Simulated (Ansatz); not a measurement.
Start from `N=C(S)[TeH]` and change one atom or group to get `C=NC(=N)S`.

Ansatz, PBE0-D4/def2-TZVP geometries, multiplicity 1. Each molecule was computed in one conformer, which needn't be the lowest.

Elements past krypton have def2 core potentials.

```tsv
property	`N=C(S)[TeH]`
zero-point energy (PBE0-D4/def2-TZVP) / kJ/mol	96.7
HOMO energy (B3LYP/def2-TZVPP) / eV	-6.42
HOMO–LUMO gap (B3LYP/def2-TZVPP) / eV	4.72
ideal-gas entropy at 298 K and 1 bar (rigid rotor, harmonic PBE0-D4/def2-TZVP) / J/(mol·K)	339
HOMO–LUMO gap (PBE0/def2-TZVPP) / eV	5.15
HOMO energy (ωB97M-V/def2-TZVPP) / eV	-8.72
```

Task: What does the change do to each property? (An estimate is asked.)

Result: Ansatz gave: 
| property | `C=NC(=N)S` | shift |
| --- | --- | --- |
| zero-point energy (PBE0-D4/def2-TZVP) / kJ/mol | 163.0 | 66.3 |
| HOMO energy (B3LYP/def2-TZVPP) / eV | -7.06 | -0.64 |
| HOMO–LUMO gap (B3LYP/def2-TZVPP) / eV | 5.17 | 0.45 |
| ideal-gas entropy at 298 K and 1 bar (rigid rotor, harmonic PBE0-D4/def2-TZVP) / J/(mol·K) | 323 | -16 |
| HOMO–LUMO gap (PBE0/def2-TZVPP) / eV | 5.63 | 0.48 |
| HOMO energy (ωB97M-V/def2-TZVPP) / eV | -9.45 | -0.73 |

With PBE0 the HOMO falls by 0.65 eV and the LUMO falls by 0.16 eV, so the gap widens by about 0.49 eV. PBE moves the HOMO by -0.51 eV and ωB97M-V by -0.73 eV. The zero-point energy changes by 66.3 kJ/mol with +6 modes. Modes under 60 cm⁻¹, often nearly free rotors, make the harmonic entropy too high.

B3LYP here is the variant with VWN-RPA as its local correlation; programs differ in this.

Spin–orbit coupling is left out; it splits and shifts lone-pair levels of the heavy atoms by tenths of an eV.
